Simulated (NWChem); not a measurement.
C₂H₄BNO₂; SMILES COBN=C=O

```xyz
10

B     -0.5405    -0.5532     0.0001
H     -1.7218    -0.8243    -0.0014
N     -0.1150     0.8045     0.0014
C      0.0200     1.9919     0.0002
O      0.1788     3.1489    -0.0009
O      0.3963    -1.5147     0.0007
C      0.0804    -2.8829    -0.0009
H      0.5272    -3.3587    -0.8871
H      0.5073    -3.3569     0.8962
H     -1.0086    -3.0537    -0.0127
```
Atoms are numbered in this order, from 1.

All runs: NWChem. Medium grid unless said otherwise, to which SCAN and Minnesota functionals are sensitive. Geometry: optimised at PBE0/def2-SVP. Total energies of different functionals are on different scales.

| level | energy (Ha) | highest occupied level (eV) | orbital gap (eV) | dipole (D) |
|---|---|---|---|---|
| PBE/def2-SVP | -308.1657 | -6.91 | 5.44 | 3.03 |
| B3LYP/def2-SVP | -308.5285 | -8.08 | 7.37 | 3.19 |
| LDA (Slater exchange, VWN5)/def2-SVP | -306.0263 | -7.08 | 5.35 | 3.14 |
| PW6B95/def2-SVP | -308.8904 | -8.47 | 7.97 | 3.24 |
| r2SCAN/def2-SVP | -308.3531 | -7.29 | 6.09 | 3.20 |
| BLYP/def2-SVP | -308.4445 | -6.73 | 5.45 | 3.00 |
